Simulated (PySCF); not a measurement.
# How methods differ on the ionisation energy of Be²⁺

Be²⁺ 1s2 (1S) → Be³⁺ 1s1 (2S), as a difference of total energies. Calculation: PySCF 2.14, in cc-pVDZ; no relativity, point nucleus. Correlated levels: valence: nothing frozen. The calculations carry no spin-orbit coupling.

| method | ionisation energy (eV) | difference from reference (eV) |
| --- | --- | --- |
| UHF | 153.97 | +0.07 |
| PBE0 | 154.72 | +0.82 |
| MN15 | 155.37 | +1.47 |
| MP2 (valence) | 153.98 | +0.08 |
| SCS-MP2 (valence) | 153.98 | +0.08 |
| CCSD (valence) | 153.98 | +0.08 |

Reference: 153.90 eV (theoretical estimate listed by NIST; NIST Atomic Spectra Database, ionization energies).

Errors of the correlated levels include the incompleteness of this basis.

With two correlated electrons CCSD is exact in that space.
